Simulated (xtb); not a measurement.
MoS2ClBr, SMILES [S]=[Mo](=[S])([Cl])[Br], multiplicity 1. All values are semi-empirical tight-binding results from xtb (GFN2-xTB unless named), good for trends rather than for accurate numbers. Geometry optimised at GFN2-xTB. The multiplicity is an assumed one; no other spin state was optimised. The structure was generated by enumeration; whether it is a known compound was not checked.

For metal compounds this method's bond lengths and energies can be far off.

Computed properties:
```yaml
point_group_as_xtb_finds_it: Cs
orbital_gap: 1.79 eV
zero_point_energy: 3.2 kcal/mol
G − E(el) at 298.15 K (modified RRHO): -19.1 kcal/mol
```
